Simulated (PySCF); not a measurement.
C7H6FS (doublet state).
Geometry (GFN2-xTB, Å), atoms numbered from 1 in this order:
```
atom  x, y, z in Å
C1     3.6107    0.2362   -1.0948
C2     2.4141    0.1898   -0.4747
C3     1.3465    0.1614    0.1227
C4     0.0366    0.0983    0.7139
C5    -0.9967   -0.3512   -0.3473
C6    -2.3596   -0.4817    0.2664
F7    -2.4685   -1.4932    1.1753
C8    -3.3629    0.3105    0.0041
S9    -4.4711    1.3199   -0.4306
H10    4.2142   -0.6486   -1.1921
H11    3.9809    1.1588   -1.5052
H12   -0.2479    1.0808    1.1017
H13    0.0324   -0.6212    1.5380
H14   -1.0347    0.3716   -1.1622
H15   -0.6986   -1.3234   -0.7485
```

The hyperfine couplings belong to this conformer and change with its torsions.

Identity: `[CH2]C#CCCC(F)=C=S` [radical].

Method: UKS B3LYP, pcH-1 on C F H S, non-relativistic, mean-field spin-orbit, GIAO in PySCF. Isolated species at its GFN2-xTB geometry (one conformer only). A GFN2-xTB geometry isn't a minimum of the functional, and hyperfine couplings can be far from their values at a DFT geometry. No stability test was run, so a lower SCF solution isn't excluded.

(1) Where do the isotropic ENDOR lines of C2, C1, C5, C3, C4, C6, C8, H10, H11 and H12/H13 fall at 346.9 mT, to first order?

(2) Which pairs are centred on the nuclear Larmor frequency, and which on half the coupling?

(3) At what field would the lower line of H11 fall to zero frequency?

## Answers

(1) For S = 1/2 in fast tumbling each set of equivalent nuclei gives two lines, ν± = |νn ± a/2| to first order, with νn = g_N μN B/h and μN/h = 7.62259 MHz/T.

```
 nuclei  isotope     g_N  νn (MHz)  a_iso (MHz)  lower line (MHz)  upper line (MHz)
     C2      13C  1.4048      3.71       -63.73             28.15             35.58
     C1      13C  1.4048      3.71        61.99             27.28             34.71
     C5      13C  1.4048      3.71        53.53             23.05             30.48
     C3      13C  1.4048      3.71        47.77             20.17             27.60
     C4      13C  1.4048      3.71       -18.32              5.45             12.88
     C6      13C  1.4048      3.71         3.76              1.83              5.60
     C8      13C  1.4048      3.71         2.13              2.65              4.78
    H10       1H  5.5857     14.77       -51.86             11.16             40.70
    H11       1H  5.5857     14.77       -51.86             11.16             40.70
H12/H13       1H  5.5857     14.77        22.62              3.46             26.08
```

The rows for 13C, of low natural abundance, apply to labelled samples.

(2) Centred on νn, since |a| < 2νn: C6, C8 and H12/H13. Centred on |a|/2 and split by 2νn: C2, C1, C5, C3, C4, H10 and H11.

(3) Where νn = |a|/2, that is B = 25.93 MHz/(5.5857 × 7.62259 MHz/T) = 609 mT, as far as first order holds there.

Couplings of abundant isotopes left out: H14/H15 (-2.0 MHz).

Class means assume fast exchange of nuclei equivalent by connectivity; if that motion is slow, each nucleus keeps its own coupling. H10 and H11 aren't averaged: C1 is flat or nearly so (angle sum 360°), and its turn about the short C1–C2 bond (1.35 Å) is taken as slow. The 1H value of +22.6 MHz is a mean of couplings from 16.9 to 28.3 MHz in this one geometry, not an average over conformers.

Largest spin populations (Mulliken): C1 (+0.78), C3 (+0.54) and C2 (-0.26). The positive populations add up to 1.38 and the negative ones to -0.38, together 2S = 1. The angles at C1 add up to 360.0°, so it is planar; its axial dipolar tensor and the negative couplings of its protons fit spin in a p orbital normal to that plane.

Hardware: one thread of an Arm Neoverse V1, no GPU, on a shared host. Cost: 1.9 min wall (with the writing of density and orbital grids), 1.1 GiB resident at most.
